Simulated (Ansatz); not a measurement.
C4H10Si can be A, `[SiH3]C1CCC1`, or B, `CC/C=C/[SiH3]`.

Program: Ansatz. Geometries: PBE0-D4/def2-TZVP. ΔE: electronic, gas phase. CCSD(T)/CBS is the MP2 limit (def2-TZVPP, def2-QZVPP) plus CCSD(T) − MP2 in def2-TZVPP, frozen cores. DFT in def2-TZVPP. B3LYP here is the variant with VWN-RPA as its local correlation; programs differ in this. One conformer a species, not always the lowest.

Which is lower in electronic energy at CCSD(T)/CBS, and by how much? (Estimate.)

The calculation gave: B, by 32.3 kJ/mol.

Give E(B) − E(A) in kJ/mol with B3LYP-D4, CCSD(T)/def2-TZVPP, CCSD/def2-TZVPP, HF/def2-TZVPP, PBE-D4, B2PLYP, PBE0-D4. (Best estimate.)

The calculation gave: B3LYP-D4 -43.2, CCSD(T)/def2-TZVPP -30.7, CCSD/def2-TZVPP -30.8, HF/def2-TZVPP -54.7, PBE-D4 -26.1, B2PLYP -42.2, PBE0-D4 -19.0. None reverses the order clearly.

Largest T1 diagnostic: 0.011.

The D4 term adds +6.9 kJ/mol with B3LYP and +3.4 kJ/mol with PBE0; it sums over pairs of atoms, weighted by their polarisabilities, and B3LYP, whose exchange is more repulsive, gets the larger term. From PBE to PBE0 (25 % exact exchange), in def2-TZVPP and without D4, E(B) − E(A) moves by +7.8 kJ/mol.
